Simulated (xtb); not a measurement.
propane (C₃H₈), singlet, at a GFN2-xTB geometry. Base run: GFN2-xTB run with xtb.

The xtb input:
```
$ xtb mol.xyz --gfn 2 --json

# file mol.xyz
11

C      0.00019816    -0.00959544     0.59262286
C      0.00203840     1.26473711    -0.24264066
C     -0.00221431    -1.25621880    -0.28345724
H     -0.88125307    -0.01855469     1.23781232
H      0.88208063    -0.02151901     1.23717471
H      0.00374846     2.14435597     0.39712642
H     -0.00350616    -2.15608872     0.32749829
H      0.88367895     1.30120929    -0.87915334
H     -0.87993462     1.30417409    -0.87851563
H     -0.88428061    -1.27207466    -0.92022745
H      0.87933296    -1.27503946    -0.92086516
```

Each row names what was changed in the base input (with any setting that the change needs).

```
change               ΔE vs base (mEh)  HOMO-LUMO gap (eV)  dipole (D)  G_solv (kcal/mol)  SCF cycles
-------------------  ----------------  ------------------  ----------  -----------------  ----------
base                            0.000               14.58        0.02                  -           8
acc = 30                        0.000               14.58        0.02                  -           7
alpb = thf                          …               14.58        0.03                  …           8
etemp = 10000                  -0.071               14.58        0.02                  -           8
gbsa = acetonitrile                 …               14.58        0.03                  …           8
acc = 0.0001                    0.000               14.58        0.02                  -          13
etemp = 5000                    0.000               14.58        0.02                  -           8
etemp = 1000                    0.000               14.58        0.02                  -           8
```

Question: Some entries are withheld; supply them.

Answer: 
- alpb = thf, ΔE vs base (mEh): -4.158
- alpb = thf, G_solv (kcal/mol): -2.62
- gbsa = acetonitrile, ΔE vs base (mEh): -3.098
- gbsa = acetonitrile, G_solv (kcal/mol): -1.95

ALPB and GBSA are two models with their own fitted parameters for each solvent, which aren't always the measured dielectric constant.
